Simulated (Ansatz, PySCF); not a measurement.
Pair of molecules: CH4O (SMILES CO) (first 6 atoms) with CH6Si (SMILES C[SiH3]); geometry from B3LYP-D3(BJ)/def2-TZVP, rigid monomers moved along the line of their centres of mass till O2···Si8 is 4.59 Å.
(charge 0, multiplicity 1):
```xyz
14

C      0.337    -0.271    -0.276
O      0.530     0.784     0.658
H     -0.214    -1.109     0.162
H      1.327    -0.621    -0.565
H     -0.186     0.071    -1.176
H     -0.331     1.108     0.943
C      1.214     0.218     5.307
Si    -0.506    -0.434     4.965
H      1.682     0.524     4.371
H      1.833    -0.550     5.774
H      1.179     1.078     5.978
H     -1.359     0.609     4.334
H     -1.180    -0.847     6.222
H     -0.475    -1.607     4.059
```

Monomers are frozen at their geometry in the pair; levels with a basis set take the counterpoise correction. Rows marked so take none.

Frozen-core correlation. Rows in 6-31G* carry no dispersion term and start afresh at each structure (6-31G* with six Cartesian d functions). MP2/6-31G* freezes PySCF's default core.

Codes used: Ansatz (a program for electronic structure); PySCF for 6-31G* rows. Values without a source in brackets are computed.

### Question
What is the computed interaction energy (M06-2X/6-31G* (no counterpoise))?

### Answer
-1.3 kcal/mol
